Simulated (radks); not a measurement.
Values are calculated unless marked as measured or tabulated.
As3+, 30 electrons, occupied as [Ar] 3d10 4s2.

Code: a radial shooting solver on a logarithmic mesh with Libxc functionals. Model: Dirac Kohn-Sham, PBE, spin-unpolarised, spherical densities, finite nucleus; Fermi nuclear charge, rms radius 4.0968 fm.

Energy parts (eV):
total: -61467.794
kinetic: 62856.572
electron-nucleus: -147349.688
Hartree: 25278.631
exchange-correlation: -2253.308

Orbitals (lengths in bohr, moments of r in powers of bohr):
orbital  occ.  eigenvalue (eV)       <r^4>      <r>
1s1/2       2        -11750.81  0.00001999  0.04550
2s1/2       2        -1520.735    0.004067   0.2025
2p1/2       2        -1362.411    0.002835   0.1746
2p3/2       4        -1325.839    0.003040   0.1783
3s1/2       2        -224.6497      0.2724   0.5979
3p1/2       2        -171.4304      0.3276   0.6095
3p3/2       4        -166.4022      0.3506   0.6200
3d3/2       4         -75.3424      0.7191   0.6695
3d5/2       6         -74.6080      0.7385   0.6740
4s1/2       2         -44.4251       17.99    1.743
4p1/2       0         -33.1892       32.13    1.999
4p3/2       0         -32.7161       33.73    2.025
4d3/2       0         -17.9694       140.2    2.874
4d5/2       0         -17.9242       141.6    2.882

The highest occupied level is 4s1/2 at -44.425 eV. For comparison, the ionisation energy in NIST's Atomic Spectra Database is 50.2 eV (measured). In exact Kohn-Sham theory the highest level is minus the ionisation energy, but local and semilocal functionals leave it too shallow, through self-interaction and a potential that decays too fast; potentials with the right tail come closer.
